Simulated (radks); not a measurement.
Q: The table gives one normalised radial function P(r) = r R(r) (large component) of W+ in [Xe] 4f14 5d2 6s1 6p2 (r in bohr). Calculated with a radial shooting solver on a logarithmic mesh with Libxc functionals: Dirac Kohn-Sham, RPBE, spin-unpolarised, spherical densities, point nucleus; open shells fill j = l - 1/2 first.

r	P
0.001721	0.0114
0.002004	0.0136
0.002352	0.0164
0.002738	0.0196
0.003187	0.0236
0.00374	0.0288
0.004354	0.0348
0.00511	0.0426
0.005949	0.0516
0.006925	0.0625
0.008127	0.0764
0.009461	0.0920
0.01101	0.1103
0.01293	0.1325
0.01505	0.1561
0.01752	0.1816
0.02056	0.2091
0.02393	0.2340
0.02786	0.2546
0.03269	0.2674
0.03806	0.2662
0.04431	0.2465
0.052	0.2003
0.06053	0.1289
0.07047	0.0314
0.0827	-0.0919
0.09627	-0.2138
0.113	-0.3224
0.1315	-0.3785
0.1531	-0.3623
0.1797	-0.2510
0.2092	-0.0620
0.2435	0.1739
0.2858	0.4089
0.3327	0.5477
0.3873	0.5464
0.4545	0.3703
0.5291	0.0640
0.616	-0.3108
0.7228	-0.6877
0.8415	-0.9510
0.9796	-1.0755
1.15	-1.0490
1.338	-0.9040
1.558	-0.6946
1.828	-0.4653
2.129	-0.2820
2.498	-0.1457
2.908	-0.0676
3.385	-0.0268
3.973	-0.0083
4.625	-0.0022
5.384	-0.0005
6.318	-0.0001
7.355	0.0000
8.563	0.0000
10.05	0.0000
11.7	0.0000

Which n and l does it have? It may be an empty orbital.

A: n = 5, l = 1: the number of nodes gives n - l - 1 = 3, the rise at small r points to l (for j = l - 1/2 the large component starts as r^gamma with gamma = sqrt(l^2 - (Z/c)^2) = 0.84 and the r^(l+1) term takes over further out; the orbital of l - 1 with the same j starts with the same power, but with a larger coefficient, and does not steepen), and the extent must fit the shell. The curve is that of 5p1/2; the two j differ most near the nucleus, where j = l - 1/2 has the larger amplitude, and in heavy atoms j = l - 1/2 is also the more compact. 5p1/2: eigenvalue -65.197 eV, 3 radial nodes at r = 0.0736, 0.218, 0.544 bohr, <r> = 1.16 bohr, 90 % of the charge inside 1.69 bohr.
